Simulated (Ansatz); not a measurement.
Geometry optimisation, RKS PBE-D4/def2-SVP in Ansatz.

Input:

```yaml
crystal:
  periodic: [false, false, false]
  atoms:
    - { symbol: C, position_ang: [-0.5579, 1.1036, -0.4009] }
    - { symbol: Se, position_ang: [-0.6723, 0.0026, 1.159] }
    - { symbol: As, position_ang: [0.4164, -1.7592, -0.0254] }
    - { symbol: H, position_ang: [-1.0142, 2.1305, -0.182] }
    - { symbol: H, position_ang: [0.4511, 1.3188, -0.7235] }
    - { symbol: H, position_ang: [-1.1496, 0.6798, -1.2515] }
    - { symbol: H, position_ang: [1.8485, -1.0123, 0.0597] }
    - { symbol: H, position_ang: [0.7701, -2.5209, 1.3089] }
basis:
  gaussian: { orbitals: def2-SVP }
hamiltonian:
  xc: pbe
  dispersion: d4
relax:
  f_tol: 0.015
  max_steps: 40
```

Run as:

```bash
$ ansatz run input.yaml --threads 2 --pin off --max-ram 3072MiB --backend cpu --events-out ev --progress --plain --runs-dir out
```

Question: Where does it end, and by what steps?

Answer: The run converged. The force dipped under the threshold on the way, but the program's further checks kept it going. After 21 steps the energy has fallen by 0.221 eV; H7 moved furthest, 0.96 Å.

```csv
step,energy less start (eV),largest force component (eV/Å),accepted
0,0.0000,1.702,yes
1,-0.1209,0.510,yes
2,-0.1612,0.301,yes
3,-0.1688,0.064,yes
4,-0.1811,0.074,yes
5,-0.1882,0.275,yes
6,-0.1751,0.572,no
7,-0.2016,0.138,yes
8,-0.2080,0.102,yes
9,-0.2056,0.264,no
10,-0.2121,0.105,yes
11,-0.2150,0.079,yes
12,-0.2159,0.168,yes
13,-0.2178,0.131,yes
14,-0.2187,0.031,yes
15,-0.2195,0.016,yes
16,-0.2199,0.083,yes
17,-0.2205,0.029,yes
18,-0.2206,0.010,yes
19,-0.2207,0.046,yes
20,-0.2208,0.020,yes
21,-0.2209,0.010,yes
```

```xyz
8
Properties=species:S:1:pos:R:3
C -0.704 1.239 -0.473
Se -0.107 0.253 1.127
As 0.877 -1.594 -0.055
H -1.212 2.147 -0.095
H 0.156 1.537 -1.101
H -1.423 0.639 -1.062
H 2.206 -1.596 0.731
H 0.299 -2.682 0.873
```

The run took 39 s on 2 threads of Arm Neoverse V2 (shared host), peak memory 0.15 GiB.
